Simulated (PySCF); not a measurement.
[C5H5O2]-: core ionisation energies

Species: C5H5O2 (charge -1).
Structure used (GFN2-xTB), in Å, numbered top down from 1:
```
atom  x, y, z in Å
C1     2.5345    0.4496    0.3549
C2     1.3717   -0.1137    0.2121
C3     0.2089   -0.6707    0.0479
C4    -0.9174   -0.1084   -0.7280
C5    -2.1804    0.1599    0.2561
O6    -2.5924    1.3199    0.2477
O7    -2.5819   -0.8327    0.8640
H8     2.7280    1.1849    1.1257
H9     3.3751    0.2139   -0.2878
H10   -0.0212   -1.5944    0.5690
H11   -0.6487    0.8255   -1.2239
H12   -1.2749   -0.8344   -1.4638
```

The calculation used delta-SCF UKS SCAN, pcX-2 on the ionised atom, pcseg-1 elsewhere, spin-free X2C in PySCF 2.14.0. Binding energies are ΔSCF values: E(core-ionised, relaxed orbitals) − E(ground state) at a fixed geometry, referred to the vacuum level.

Question: List the computed XPS lines with their assignment.

Answer: 
```
atom(s)                 bonded to  level  binding energy (eV)  above the level's lowest (eV)  count
  O6/O7                         C   O 1s               530.88                           0.00      2
     C5                 2 O and C   C 1s               287.91                          +2.15      1
     C1   C (double bond) and 2 H   C 1s               286.46                          +0.70      1
     C3  C (double bond), C and H   C 1s               286.35                          +0.59      1
     C2         2 C (double bond)   C 1s               285.97                          +0.21      1
     C4               2 C and 2 H   C 1s               285.76                           0.00      1
```

The listed C 1s values span 2.15 eV, from C4 (bonded to 2 C and 2 H) to C5 (bonded to 2 O and C). The widest gap between neighbouring values is 1.45 eV, between 286.46 and 287.91 eV.

Question: Give the binding energy of C 1s of C1 in hartree and in kJ/mol.

Answer: 286.46 eV = 10.5272 Eh = 27639 kJ/mol.

Question: Which effective nuclear charge Zeff reproduces each element's mean 1s value in the hydrogen-like formula E = 13.606 eV × Zeff²?

Answer: C (Z = 6): mean 286.5 eV, Zeff = 4.59, Z − Zeff = 1.41; O (Z = 8): mean 530.9 eV, Zeff = 6.25, Z − Zeff = 1.75. Means run over the listed sites, weighted by atom count.

Topologically equivalent atoms share the value of their first member; where this conformer doesn't relate them by symmetry, their own values could differ. The unrestricted hole states depart most from a pure doublet (⟨S²⟩ = 0.75; over 0.85 named) for C 1s of C2 (0.88), which makes this value less certain. The species carries charge -1, so core ionisation leaves a neutral species. The basis sets have no added diffuse functions. One conformer (not necessarily the lowest) at the GFN2-xTB geometry, without solvent, vibrations or thermal averaging.

On Intel Xeon at 2.70 GHz, one thread (shared host), this took 62 s of wall time and 0.58 GiB of memory at its peak.
